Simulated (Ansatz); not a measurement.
The same path of C2H11AlBNSi (17 atoms, charge 0, multiplicity 1) was run 3 times with different band settings. The coordinate that changes most is the dihedral H8–B1–Al2–Si3.

Method: RKS B3LYP-D4/6-31G* in Ansatz.

Relaxed end points:

```xyz
17
Properties=species:S:1:pos:R:3
B -1.971 -1.997 -0.197
Al -0.153 -0.886 -0.127
Si 2.096 -1.875 -0.342
N -0.242 0.893 0.125
C 0.896 1.794 0.233
C -1.505 1.603 0.263
H -2.651 -2.083 -1.183
H -2.383 -2.623 0.740
H 2.532 -2.542 0.923
H 3.160 -0.881 -0.681
H 2.147 -2.928 -1.402
H 0.919 2.298 1.213
H 1.836 1.249 0.111
H 0.858 2.580 -0.538
H -1.589 2.096 1.246
H -2.352 0.915 0.162
H -1.615 2.385 -0.506
```

```xyz
17
Properties=species:S:1:pos:R:3
B -1.962 -2.007 -0.083
Al -0.147 -0.888 -0.093
Si 2.099 -1.881 -0.328
N -0.242 0.897 0.100
C 0.890 1.809 0.159
C -1.508 1.604 0.238
H -2.341 -2.617 0.878
H -2.675 -2.112 -1.044
H 2.504 -2.632 0.900
H 3.180 -0.881 -0.585
H 2.158 -2.866 -1.450
H 0.926 2.347 1.120
H 1.833 1.266 0.042
H 0.835 2.568 -0.638
H -1.581 2.125 1.206
H -2.352 0.907 0.169
H -1.634 2.361 -0.552
```

Common settings: optimiser quadratic models (default); start path IDPP; force threshold 0.03 eV/Å; end points relaxed.

| run | movable images | climbing image | spring | iteration limit |
| --- | --- | --- | --- | --- |
| 1 | 9 | yes | 5.0 eV/Å² | 26 |
| 2 | 2 | no | 5.0 eV/Å² | 60 |
| 3 | 9 | yes | 20.0 eV/Å² | 30 |

(1) What does each run give, and how far can it be trusted?

## Answers

(1) Run 1: converged after 6 iterations, highest image 0.019 eV above the first end. A vibrational analysis at the climbing image gives one clearly imaginary mode, 99i cm⁻¹: a first-order saddle point.
Run 2: converged after 7 iterations, highest image 0.016 eV above the first end. No image climbed, so the highest image needn't sit at the top of the path. So few images can step over the top or miss a turn of the path.
Run 3: converged after 6 iterations, highest image 0.019 eV above the first end. Another band between the same ends (9 images) ends at a top of the same energy, where a vibrational analysis finds 1 clearly imaginary mode.
